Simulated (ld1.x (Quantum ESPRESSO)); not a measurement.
**hydrogen (H): one change to an ultrasoft potential, before and after**

| Item | Value |
| --- | --- |
| Element | H |
| Generator | ld1.x (Quantum ESPRESSO) 7.5 |
| Type | ultrasoft |
| Functional | LDA (PZ) |
| Relativity | scalar-relativistic |
| Frozen core | none |
| Valence charge | 1 |
| Reference configuration | 1s1 |
| Partial waves | 1s (bound): rcut 1.35, rcutus 1.70 bohr; 1s channel at 1.5 Ry: rcut 1.35, rcutus 1.70 bohr; 2p channel at 0.4 Ry: rcut 1.10, rcutus 1.45 bohr |
| Local potential | all-electron potential smoothed inside 1.60 bohr (lloc = -1) |
| Core correction | none |
| Augmentation charge | PSQ, inside the norm-conserving radii |

Change: all radii scaled by about 0.94 (s 1.60, p 1.36 bohr, rcut 1.26/1.02); local potential all-electron potential smoothed inside 1.50 bohr (lloc = -1).

Cutoffs: the cutoffs (Ry, on a coarse ladder) from which the occupation-weighted sum of valence levels, in a spherical-Bessel basis at the reference potential, stays within 10 and 1 mRy of its value at 400 Ry; they do not see the model core or the augmentation charge, which bear on the density cutoff. Errors are all-electron minus pseudo energies relative to the spin-unpolarised reference configuration.

Q: What does the change do?

A: The potential gets harder (8 Ry and 15 Ry → 10 Ry and 15 Ry); of the 3 tests that both files solve, the error grows in 2 and shrinks in 1 by more than 15 % and 0.3 meV (median size 4.6 → 9.0 meV); neither file shows a bound ghost. A smaller radius makes the pseudo-wave follow the all-electron one further in, where it bends more sharply, so more plane waves are needed.

```tsv
quantity	base	changed
cutoff, loose	8 Ry	10 Ry
cutoff, tight	15 Ry	15 Ry
bound ghosts	none	none
error for 1s0.5, meV [ΔE 4.64 eV]	-4.6	-9.0
error for 1s1 (spin-polarised), meV [ΔE -0.90 eV]	+6.5	+17
error for 1s0.5 (spin-polarised), meV [ΔE 4.26 eV]	-2.1	-1.4
lowest overlap eigenvalue by channel	s 0.79, p 0.97	s 0.94, p 0.96
```
